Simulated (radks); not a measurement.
Spherical quantum dot in the effective-mass picture: electrons in a parabolic well V = omega^2 r^2 / 2 with omega = 0.27, all in effective atomic units (hartree* = m*/eps^2 hartree, bohr* = eps/m* bohr), one dielectric constant everywhere. Calculated with a radial shooting solver with Libxc functionals: non-relativistic Kohn-Sham, r2SCAN, spin-polarised, spherical densities, generalised Kohn-Sham scheme. Levels are named by radial order and angular momentum (1s, 1p, 1d, 2s, ...), and open shells are averaged over m.

N = 6, configuration 1s2 1p(up 3, down 1). This is the lowest configuration that the search found. Occupied levels:

level    occupation  eigenvalue (hartree*)  <r> (bohr*)
1s up             1                 1.8375        3.065
1s down           1                 1.8659        2.935
1p up             3                 1.9843        3.656
1p down           1                 2.0327        3.664

Energy (hartree*): total 7.41506, kinetic 1.1035, external 2.8690, Hartree 4.6922, exchange-correlation -1.2496.
